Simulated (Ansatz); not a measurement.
C2H8N2, SMILES `CC(N)N` (charge 0, multiplicity 1).

Computed with frozen-core CCSD(T)/6-31g // PBE0-D3(BJ)/def2-TZVP (Ansatz, a program for electronic structure).

Ansatz 0.2 input:
```yaml
crystal:
  periodic: [false, false, false]
  atoms:
    - { symbol: C, position_ang: [-0.337809, 1.121735, 0.087675] }
    - { symbol: C, position_ang: [-0.142846, -0.326085, -0.360552] }
    - { symbol: N, position_ang: [1.23256, -0.645499, -0.704113] }
    - { symbol: N, position_ang: [-0.6011, -1.300805, 0.615012] }
    - { symbol: H, position_ang: [-0.010046, 1.825799, -0.683339] }
    - { symbol: H, position_ang: [-1.388615, 1.333133, 0.308396] }
    - { symbol: H, position_ang: [0.244928, 1.316684, 0.99456] }
    - { symbol: H, position_ang: [-0.736755, -0.489981, -1.26754] }
    - { symbol: H, position_ang: [1.830464, -0.507432, 0.104761] }
    - { symbol: H, position_ang: [1.56513, -0.007411, -1.416839] }
    - { symbol: H, position_ang: [-0.082613, -1.191145, 1.481023] }
    - { symbol: H, position_ang: [-1.573298, -1.128995, 0.840955] }
basis:
  gaussian: { orbitals: "6-31g" }
correlation:
  method: ccsd_t
```

Output:

```
Functional definition: HF
774 factors; integrals over basis functions are off by at most 2.0e-4 eV
mean field evaluation 1: about -5144.8818 eV, gradient 3.5e1 eV
mean field evaluation 2: about -5144.8796 eV, gradient 3.5e1 eV
mean field evaluation 4: about -5147.8544 eV, gradient 2.9e0 eV
mean field evaluation 8: about -5147.8804 eV, gradient 5.3e-2 eV
mean field evaluation 16: about -5147.8832 eV, gradient 5.5e-1 eV
mean field -5147.88046313 eV, -189.1811176614 hartree, gradient 1.5e-6 eV, S^2 0.000000; 0 other end points of the search recorded, 0 dependent functions left out
4 core orbitals not correlated
reference -5147.88046313 eV, -189.1811176614 hartree; 13, 13 occupied and 35, 35 virtual orbitals, 774 factors
second order -10.99412136 eV of doubles, -0.00000000 eV of singles
cycle   1  -11.68450961 eV  change   -6.9e-1 eV  update   7.3e-2
cycle   2  -12.07565126 eV  change   -3.9e-1 eV  update   2.5e-2
cycle   3  -12.14534284 eV  change   -7.0e-2 eV  update   8.2e-3
cycle   4  -12.14920754 eV  change   -3.9e-3 eV  update   2.1e-3
cycle   5  -12.15012310 eV  change   -9.2e-4 eV  update   7.8e-4
cycle   6  -12.15020881 eV  change   -8.6e-5 eV  update   3.0e-4
cycle   7  -12.15002556 eV  change    1.8e-4 eV  update   1.2e-4
cycle   8  -12.15000519 eV  change    2.0e-5 eV  update   4.1e-5
cycle   9  -12.15000122 eV  change    4.0e-6 eV  update   1.0e-5
perturbative correction -0.25353645 eV, -0.0093172928 hartree
Total energy: -5160.28400080 eV, -189.6369392634 hartree
```
